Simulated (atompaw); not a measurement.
## Before and after: PAW (atompaw) potential for cerium (Ce)

```json
{
  "Element": "Ce (Z = 58)",
  "Generator": "atompaw 4.2.0.5",
  "Type": "PAW",
  "Functional": "PBE",
  "Relativity": "scalar-relativistic",
  "Frozen core": "[Kr] 4d10",
  "Valence charge": "12",
  "Reference configuration": "4f1 5s2 5p6 5d1 6s2 6p0",
  "Partial waves": "5s (bound): rc 1.95 bohr; 6s (bound): rc 3.00 bohr; 5p (bound): rc 2.15 bohr; 6p (bound, empty): rc 3.00 bohr; 5d (bound): rc 3.00 bohr; 5d channel at 1.55 Ry: rc 3.00 bohr; 4f (bound): rc 1.70 bohr; 4f channel at 0.1 Ry: rc 1.70 bohr",
  "Local potential": "troulliermartins scheme with l = 4 at 0 Ry, radius 2.95 bohr",
  "Core correction": "smooth core density matched at 1.60 bohr",
  "Augmentation charge": "sinc compensation charge, radius 2.60 bohr; PAW radius 3.00 bohr; waves and projectors: custom rrkj vanderbiltortho"
}
```

All-electron outer shells of the reference configuration (PBE, scalar-relativistic, ld1.x):

```json
{"shell": "4p", "level (eV)": "-211.06", "outermost node (bohr)": "0.33", "outermost maximum (bohr)": "0.62"}
{"shell": "4d", "level (eV)": "-110.49", "outermost node (bohr)": "0.31", "outermost maximum (bohr)": "0.66"}
{"shell": "5s", "level (eV)": "-40.59", "outermost node (bohr)": "0.75", "outermost maximum (bohr)": "1.37"}
{"shell": "5p", "level (eV)": "-23.22", "outermost node (bohr)": "0.81", "outermost maximum (bohr)": "1.55"}
{"shell": "4f", "level (eV)": "-5.38", "outermost node (bohr)": "–", "outermost maximum (bohr)": "0.71"}
{"shell": "6s", "level (eV)": "-3.74", "outermost node (bohr)": "1.82", "outermost maximum (bohr)": "3.72"}
{"shell": "5d", "level (eV)": "-3.06", "outermost node (bohr)": "0.92", "outermost maximum (bohr)": "2.15"}
{"shell": "6p", "level (eV)": "-1.35", "outermost node (bohr)": "2.16", "outermost maximum (bohr)": "4.90"}
```

Change: wave 5s (bound): rc 1.95 bohr becomes 5s (bound): rc 2.40 bohr.

Cutoffs: the cutoffs (Ry, on a coarse ladder) from which the occupation-weighted sum of valence levels, in a spherical-Bessel basis at the reference potential, stays within 10 and 1 mRy of its value at 400 Ry; they do not see the model core or the augmentation charge, which bear on the density cutoff.

Task: What does the change do?

Result: The potential gets neither clearly harder nor softer (45 Ry and 60 Ry → 45 Ry and 60 Ry); the bound ghost in s disappears; the range in which the s phases agree widens (upper end -0.3 → 1.6).

```csv
quantity,base,changed
"cutoff, loose",45 Ry,45 Ry
"cutoff, tight",60 Ry,60 Ry
loose cutoff by channel (10 mRy a level),"s 10 Ry, p 15 Ry, d 8 Ry, f 45 Ry","s 8 Ry, p 15 Ry, d 8 Ry, f 45 Ry"
bound ghosts,s,none
s: phases at 3.01 bohr within 0.05 rad from the reference energy up to (Ry; the scan ends near 5),-0.3,1.6
p: phases at 3.01 bohr within 0.05 rad from the reference energy up to (Ry; the scan ends near 5),0.7,0.7
d: phases at 3.01 bohr within 0.05 rad from the reference energy up to (Ry; the scan ends near 5),2.7,2.7
f: phases at 3.01 bohr within 0.05 rad from the reference energy up to (Ry; the scan ends near 5),to the end of the scan,to the end of the scan
lowest overlap eigenvalue by channel,"s 0.03, p 0.05, d 0.15, f 1.00","s 0.12, p 0.05, d 0.15, f 1.00"
```

 A true bound ghost makes a file unfit for plane-wave use even where its test errors are small: the radial tests pick states by their node count and pass the ghost by. The cutoffs see the waves, projectors and local potential, not the compensation charge or the core.
